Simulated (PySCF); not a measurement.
Worked example: oscillator strength and radiative lifetime

Si(H)3(NH2) (H₅NSi), SMILES N[SiH3].

Coordinates come from a ωB97X-D3(BJ)/def2-TZVP optimisation.

TDA-ωB97X/def2-TZVPD (PySCF) puts the first singlet state with f over 0.02 at 6.39 eV (vertical), with the transition dipole (-0.146, -0.379, 0.000) in atomic units.

### Question
Find the oscillator strength, the wavelength and the radiative lifetime that this transition would have in vacuum if emission retraced absorption.

### Answer

|μ|² = 0.1650 au, so |μ| = 1.03 D. ΔE = 6.39/27.211 = 0.2348 hartree. f = (2/3) ΔE |μ|² = 0.026 (the program prints 0.026).
λ = 1239.84/6.39 = 194 nm; ν = 51539 cm⁻¹.
Einstein's coefficient A = 0.6670 ν² f s⁻¹ (ν in cm⁻¹) = 4.6e7 s⁻¹, so τ = 1/A = 22 ns. This state is S1. The figure is the radiative limit of this one transition; relaxation, internal conversion, crossing to triplets and a medium change what is measured.
